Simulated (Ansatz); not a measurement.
Input file for `C=C=C(C)BCl`:

```yaml
crystal:
  periodic: [false, false, false]
  atoms:
    - {symbol: C, position_ang: [0.607962, -1.383607, -1.772115]}
    - {symbol: C, position_ang: [0.265388, -0.607281, -0.791760]}
    - {symbol: C, position_ang: [-0.097848, 0.196388, 0.183633]}
    - {symbol: C, position_ang: [0.359200, -0.008723, 1.603996]}
    - {symbol: B, position_ang: [-1.016098, 1.342224, -0.256086]}
    - {symbol: Cl, position_ang: [-1.594943, 2.505863, 0.922161]}
    - {symbol: H, position_ang: [0.012139, -2.252107, -2.033205]}
    - {symbol: H, position_ang: [1.499516, -1.185547, -2.358083]}
    - {symbol: H, position_ang: [0.899115, 0.871601, 1.960640]}
    - {symbol: H, position_ang: [1.008731, -0.879154, 1.694961]}
    - {symbol: H, position_ang: [-0.500736, -0.141348, 2.264795]}
    - {symbol: H, position_ang: [-1.365324, 1.486493, -1.384938]}
basis:
  gaussian: {orbitals: def2-TZVPP}
correlation: {method: ccsd_t}
output: {orbitals: {seedname: orbitals}}
```

```sh
$ ansatz run in.yaml --threads 4 --pin off --events-out ev --progress --plain
```

Output of Ansatz, abridged:

```
Functional definition: HF
1668 factors; integrals over basis functions are off by at most 1.1e-3 eV
mean field evaluation 1: about -17390.2675 eV, gradient 3.3e1 eV
mean field evaluation 2: about -17390.5567 eV, gradient 3.3e1 eV
mean field evaluation 4: about -17393.9169 eV, gradient 4.2e0 eV
mean field evaluation 8: about -17393.9818 eV, gradient 3.4e-1 eV
mean field -17393.98251611 eV, -639.2170674024 hartree, gradient 4.0e-6 eV, S^2 0.000000; 0 other end points of the search recorded, 0 dependent functions left out
10 core orbitals not correlated: weight in the atoms' cores, before any rotation towards them, 1.000 or more for the frozen orbitals, at most 0.000 for the correlated occupied ones
reference -17393.98251611 eV, -639.2170674024 hartree; 16, 16 occupied and 255, 255 virtual orbitals, 1668 factors
second order -25.21984654 eV of doubles, -0.00000000 eV of singles
cycle   1  -25.86569521 eV  change   -6.5e-1 eV  update   1.1e-1
cycle   2  -26.50706969 eV  change   -6.4e-1 eV  update   3.4e-2
cycle   3  -26.65020689 eV  change   -1.4e-1 eV  update   1.7e-2
cycle   4  -26.64114077 eV  change    9.1e-3 eV  update   4.6e-3
cycle   5  -26.64076798 eV  change    3.7e-4 eV  update   2.1e-3
cycle   6  -26.64135697 eV  change   -5.9e-4 eV  update   6.5e-4
cycle   7  -26.64118511 eV  change    1.7e-4 eV  update   2.9e-4
cycle   8  -26.64118983 eV  change   -4.7e-6 eV  update   9.7e-5
cycle   9  -26.64121593 eV  change   -2.6e-5 eV  update   3.9e-5
perturbative correction -1.26792404 eV, -0.0465953491 hartree
Total energy: -17421.89165609 eV, -640.2427093789 hartree
```

Hardware: 4 threads of a server CPU on a shared host. Wall time 2.4 min, peak host memory 8.3 GiB.

MP2 recovers 90.4 % of the CCSD(T) correlation energy and the triples give 4.5 %; T1 = 0.0120.
